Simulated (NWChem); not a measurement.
C₃H₄OSe; SMILES C(=C)[Se]C=O

```xyz
9

C     -0.4486    -2.6677     0.0000
C     -0.7352    -1.3656     0.0000
Se     0.5508     0.0198     0.0000
C     -0.7073     1.4782     0.0000
O     -0.3953     2.6267     0.0000
H      0.5766    -3.0483     0.0000
H     -1.2553    -3.4057     0.0000
H     -1.7752    -1.0156     0.0000
H     -1.7656     1.1118     0.0000
```
Atoms are numbered in this order, from 1.

Results from NWChem. Geometry: optimised at PBE0/def2-SVP. Total energies compare along this basis series because the functional is fixed.

```json
[
 {"level": "TPSS/cc-pVDZ", "basis functions": "103", "energy (Ha)": "-2593.4138", "highest occupied level (eV)": "-5.74", "orbital gap (eV)": "3.99", "dipole (D)": "2.49"},
 {"level": "TPSS/aug-cc-pVDZ", "basis functions": "164", "energy (Ha)": "-2593.4313", "highest occupied level (eV)": "-5.93", "orbital gap (eV)": "?", "dipole (D)": "?"},
 {"level": "TPSS/cc-pVTZ", "basis functions": "219", "energy (Ha)": "-2593.5440", "highest occupied level (eV)": "-5.89", "orbital gap (eV)": "3.93", "dipole (D)": "2.73"}
]
```

Question: Some entries are withheld; supply them.

Answer: 
- TPSS/aug-cc-pVDZ, orbital gap (eV): 3.83
- TPSS/aug-cc-pVDZ, dipole (D): 2.83
